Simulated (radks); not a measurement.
Problem. Sc+, 20 electrons, occupied as [Ar] 3d1 4s1. Method: non-relativistic Kohn-Sham, r2SCAN, spin-polarised, spherical densities, point nucleus; open shells are filled with parallel spins first; meta-GGA in the generalised Kohn-Sham scheme; computed with a radial shooting solver on a logarithmic mesh with Libxc functionals. Some entries of the table are withheld. Estimate them.

| orbital | occ. | eigenvalue (eV) | r(max) (bohr) |
|---|---|---|---|
| 1s up | 1 | -4396.698 | 0.04837 |
| 1s down | 1 | -4396.676 | 0.04837 |
| 2s up | 1 | -483.6416 | 0.2855 |
| 2s down | 1 | -483.3183 | 0.2854 |
| 2p up | 3 | (1) | 0.2334 |
| 2p down | 3 | (2) | 0.2333 |
| 3s up | 1 | -63.8864 | 0.9318 |
| 3s down | 1 | -62.7233 | 0.9323 |
| 3p up | 3 | (3) | 0.9708 |
| 3p down | 3 | (4) | 0.9713 |
| 4s up | 1 | -10.3560 | 2.930 |
| 3d up | 1 | (5) | 1.091 |

Solution. 
(1) 2p up eigenvalue (eV): -399.4258
(2) 2p down eigenvalue (eV): -399.1663
(3) 3p up eigenvalue (eV): -42.0948
(4) 3p down eigenvalue (eV): -40.8932
(5) 3d up eigenvalue (eV): -10.3542
